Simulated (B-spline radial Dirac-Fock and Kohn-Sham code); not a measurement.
## Relativistic shifts of the levels of Sn²³⁺

System: the Sn²³⁺ ion, [Ar] 3d9.

Both columns are ΔSCF binding energies of the configuration average from a radial finite-basis atomic code: non-relativistic Hartree-Fock with a point nucleus, and Dirac-Fock with a finite nucleus and the Coulomb interaction alone, averaged over the two j levels with weights 2j+1.

```tsv
shell	Hartree-Fock (eV)	Dirac-Fock (eV)	shift (eV)	shift (%)
1s	29042.1	30082.5	+1040.35	+3.58
2s	4987.3	5246.8	+259.48	+5.20
2p	4703.2	4782.2	+79.02	+1.68
3s	1532.8	1593.3	+60.49	+3.95
3p	1415.0	1436.8	+21.81	+1.54
3d	1206.8	1203.7	-3.09	-0.26
```

Relativity binds 1s, 2s, 2p, 3s, 3p more strongly, among those listed most of all 2s in relative terms, and 3d more weakly, because the contracted s and p shells screen the nucleus better.

Values without a named source are computed, but for edge energies of neutral atoms, which are taken from tables.
